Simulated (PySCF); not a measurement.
**Structure from NMR data**

An unknown has the formula C$_{6}$H$_{15}$PSi. Its calculated NMR data are:

¹H NMR (400 MHz, computed): δ 4.09 (m, 3H), 2.36 (m, 2H), 2.22 (m, 1H), 1.91 (m, 2H), 1.47 (m, 1H), 0.81 (d, 6H).

¹³C{¹H} NMR (computed): δ 44.7, 43.0, 22.4 (2C), 20.2 (2C).

[PySCF: GFN2-xTB geometry; shielding tensors at PBE0/pcSseg-1 (GIAO); in vacuum; rapidly exchanging positions averaged; no relativistic terms; single conformer]

References, each an isolated molecule treated in the same way: TMS for ¹H (31.72 ppm), ¹³C (186.93 ppm).

Problem. Choose the structure that fits.
A. C/C=P/C[Si](C)(C)C
B. C=[P@@]1(C)C[C@@H](C)[C@H]1[SiH3]
C. CCCP1CC([SiH3])C1
D. CC[SiH]1CCPCC1
E. CC(C)C1CP([SiH3])C1

Solution. E. 

4 carbon signals for 6 carbons: some carbons are equivalent by symmetry or fast rotation. Carbon types of the structure: 2 × CH, 2 × CH2, 2 × CH3, leaving 3 H on heteroatoms. δC 44.7: sp3 CH in a ring; aliphatic region, no heteroatom directly attached. δC 43.0: sp3 CH; saturated and bonded to C and H only. δC 20.2: methyl carbon; saturated and bonded to C and H only. δH 1.47: hydrogen on an sp3 CH; far from electronegative atoms and π systems. δH 0.81: hydrogen on a methyl carbon; far from electronegative atoms and π systems.

The others: CCCP1CC([SiH3])C1 would give 5 carbon signals, not 4; C=[P@@]1(C)C[C@@H](C)[C@H]1[SiH3] would give 6 carbon signals, not 4; C/C=P/C[Si](C)(C)C would give 4 signals for carbon-bound and other non-exchanging H, not 6; CC[SiH]1CCPCC1 would give 8 signals for carbon-bound and other non-exchanging H, not 6.

Splittings by ³¹P in the carbon and heteronuclear signals aren't shown, as no couplings were computed. Shifts are as computed. Against solution values, carbons near 30 ppm lie about +3 ppm off and those near 130 ppm about +5 ppm. Of 1211 compounds with measured shifts, 218 miss one by over three times the rms of a fit or turn the order of signals round; such compounds aren't used in these exercises. Multiplicities follow the n + 1 count of equivalent neighbours, as no J values were calculated; m marks all less simple cases, F and P coupling included.
